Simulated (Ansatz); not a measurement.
Frontier orbitals of C2H3ClGeO, SMILES `O=[C]1[GeH2][CH]1Cl`.

The species carries charge 0 and has multiplicity 1. Correlated methods include outer-core shells of Ge, which these sets cover unevenly. Scalar relativity is left out up to krypton. All single points use the PBE0-D4/def2-TZVP geometry. Basis def2-TZVPP, Ansatz 0.2.0.

```json
{"functional": "PBE", "HOMO (eV)": "-5.74", "LUMO (eV)": "-2.89", "gap (eV)": "2.85"}
{"functional": "revPBE", "HOMO (eV)": "-5.67", "LUMO (eV)": "-2.80", "gap (eV)": "2.87"}
{"functional": "PBE0", "HOMO (eV)": "-6.84", "LUMO (eV)": "-2.00", "gap (eV)": "4.84"}
{"functional": "HSE06 (plane-wave form)", "HOMO (eV)": "-6.46", "LUMO (eV)": "-2.38", "gap (eV)": "4.08"}
{"functional": "LC-ωPBE", "HOMO (eV)": "-9.26", "LUMO (eV)": "0.23", "gap (eV)": "9.49"}
{"functional": "ωB97M-V", "HOMO (eV)": "-8.88", "LUMO (eV)": "0.04", "gap (eV)": "8.92"}
```

From PBE to PBE0 the HOMO moves by −1.11 eV and the LUMO by +0.90 eV, and with ωB97M-V by −3.14 and +2.93 eV, so the gap grows from 2.84 to 8.92 eV with exact exchange. A positive LUMO is unbound and depends on the basis.

LC-ωPBE has ω = 0.4 bohr⁻¹.
